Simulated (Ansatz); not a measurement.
Reaction (ligand exchange at a B–C bond): `BC/C(C)=C\F` + `CCCO` → `BOCCC` + `CC(C)=CF`

Computed with Ansatz on PBE0-D4/def2-TZVP structures; ΔE is electronic, products minus reactants. CCSD(T)/CBS is the MP2 limit (def2-TZVPP, def2-QZVPP) plus CCSD(T) − MP2 in def2-TZVPP, frozen cores. Functionals use def2-TZVPP. B3LYP here is the variant with VWN-RPA as its local correlation; programs differ in this. Each species was taken in one conformer, which may not be the lowest.

CCSD(T)/CBS gives -1.55 eV.

Another level gave -1.49 eV. Which?
A. HF/def2-TZVPP
B. SCS-MP2/def2-TZVPP
C. B3LYP-D4/def2-TZVPP
D. r2SCAN-D4/def2-TZVPP

D. r2SCAN-D4 -1.49, B3LYP-D4 -1.64, SCS-MP2/def2-TZVPP -1.58, HF/def2-TZVPP -1.85 eV.

Largest T1 diagnostic among the species: 0.012.

The D4 term adds +0.05 eV with B3LYP and +0.02 eV with PBE0; it sums over pairs of atoms, weighted by their polarisabilities, and B3LYP, whose exchange is more repulsive, gets the larger term. In def2-TZVPP, CCSD(T) changes the Hartree–Fock value by +0.30 eV (the triples alone add +0.05 eV) and MP2 by +0.37 eV.
